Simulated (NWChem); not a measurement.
System: HfH$_{2}$Cl$_{2}$; SMILES [Cl][HfH2][Cl]

The following NWChem deck was run.

```
start job
memory heap 200 mb stack 900 mb global 1100 mb
geometry units angstroms noautoz
  Hf     0.000000     0.000000    -0.276553
  Cl     1.998738     0.000000     0.922849
  Cl    -1.998738     0.000000     0.922849
  H      0.000000    -1.466871    -1.372864
  H      0.000000     1.466871    -1.372864
end
basis spherical
  Hf library def2-svp
  Cl library def2-svp
  H library def2-svp
end
ecp
  Hf library def2-ecp
end
dft
  xc scan
  grid xcoarse
  iterations 150
  mulliken
end
task dft gradient
```

Parts of the log:

```
             Northwest Computational Chemistry Package (NWChem) 7.3.0
             --------------------------------------------------------

 C2V symmetry detected

                             Geometry "geometry" -> ""
                             -------------------------

 Output coordinates in angstroms (scale by  1.889725989 to convert to a.u.)

  No.       Tag          Charge          X              Y              Z
 ---- ---------------- ---------- -------------- -------------- --------------
    1 Hf                  72.0000     0.00000000     0.00000000    -0.35728746
    2 Cl                  17.0000     1.99873800     0.00000000     0.84211454
    3 Cl                  17.0000    -1.99873800     0.00000000     0.84211454
    4 H                    1.0000     0.00000000    -1.46687100    -1.45359846
    5 H                    1.0000     0.00000000     1.46687100    -1.45359846

 Effective nuclear repulsion energy (a.u.)     646.4385754033

      Symmetry information
      --------------------

 Group name             C2v
 Group number             16
 Group order               4
 No. of unique centers     3

                                 NWChem DFT Module
                                 -----------------

 Summary of "ao basis" -> "ao basis" (spherical)
 ------------------------------------------------------------------------------
       Tag                 Description            Shells   Functions and Types
 ---------------- ------------------------------  ------  ---------------------
 Hf                         def2-svp                12       32   6s3p2d1f
 Cl                         def2-svp                 8       18   4s3p1d
 H                          def2-svp                 3        5   2s1p

      Symmetry analysis of basis
      --------------------------

        a1         32
        a2          9
        b1         21
        b2         16

            General Information
            -------------------
          SCF calculation type: DFT
          Wavefunction type:  closed shell.
          No. of atoms     :     5
          No. of electrons :    48
           Alpha electrons :    24
            Beta electrons :    24
          Charge           :     0
          Spin multiplicity:     1
          Use of symmetry is: on ; symmetry adaption is: on
          Maximum number of iterations: 150
          AO basis - number of functions:    78
                     number of shells:    34
          Convergence on energy requested:  1.00D-06
          Convergence on density requested:  1.00D-05
          Convergence on gradient requested:  5.00D-04

              XC Information
              --------------
                         SCAN Method XC Functional
                  SCAN metaGGA Exchange Functional  1.000
                        SCAN Correlation Potential  1.000

             Grid Information
             ----------------
          Grid used for XC integration:  xcoarse
          Radial quadrature: Mura-Knowles
          Angular quadrature: Lebedev.
          Tag              B.-S. Rad. Rad. Pts. Rad. Cut. Ang. Pts.
          ---              ---------- --------- --------- ---------
          Hf                  1.55       84           7.0       194
          Cl                  1.00       42          10.0       194
          H                   0.35       21           8.0       194
          Grid pruning is: on
          Number of quadrature shells:   147
          Spatial weights used:  Erf1

      Superposition of Atomic Density Guess
      -------------------------------------

 Sum of atomic energies:        -971.58383670

      Non-variational initial energy
      ------------------------------

 Total energy =    -966.978798
 1-e energy   =   -1645.460942
 2-e energy   =     529.836374
 HOMO         =      -0.313493
 LUMO         =       0.012745

      Symmetry analysis of molecular orbitals - initial
      -------------------------------------------------

  Numbering of irreducible representations:

     1 a1          2 a2          3 b1          4 b2

  Orbital symmetries:

     1 a1          2 b1          3 a1          4 b1          5 a1
     6 b1          7 a1          8 a2          9 b2         10 b1
    11 a1         12 b1         13 a1         14 b2         15 a1
    16 b1         17 a1         18 b1         19 a1         20 a2
    21 b2         22 b1         23 a1         24 b2         25 a1
    26 b1         27 a2         28 b2         29 a1         30 a1
    31 b1         32 a1         33 b2         34 a1

     ---------------------------------------------
      Total Density - Mulliken Population Analysis
     ---------------------------------------------

    Atom       Charge   Shell Charges
 -----------   ------   -------------------------------------------------------
    1 Hf  12    10.02   0.03 -0.30  1.75  0.51  0.56  0.22  5.47  0.61  0.13  0.81  0.17  0.06
    2 Cl  17    17.55   2.00  1.99  1.23  0.72  5.94  2.22  3.43  0.01
    3 Cl  17    17.55   2.00  1.99  1.23  0.72  5.94  2.22  3.43  0.01
    4 H    1     1.44   0.77  0.67  0.00
    5 H    1     1.44   0.77  0.67  0.00

[...]

                         DFT ENERGY GRADIENTS

    atom               coordinates                        gradient
                 x          y          z           x          y          z
   1 Hf      0.000000   0.000000  -0.675175    0.000000   0.000000  -0.004008
   2 Cl      3.777067   0.000000   1.591366   -0.000286   0.000000  -0.000297
   3 Cl     -3.777067   0.000000   1.591366    0.000286   0.000000  -0.000297
   4 H       0.000000  -2.771984  -2.746903    0.000000   0.004047   0.002301
   5 H       0.000000   2.771984  -2.746903    0.000000  -0.004047   0.002301
```

Level: SCAN/def2-SVP with def2 effective core potentials on Hf. Structure relaxed at the PBE0/def2-SVP level. def2 effective core potentials on Hf; no spin-orbit coupling.
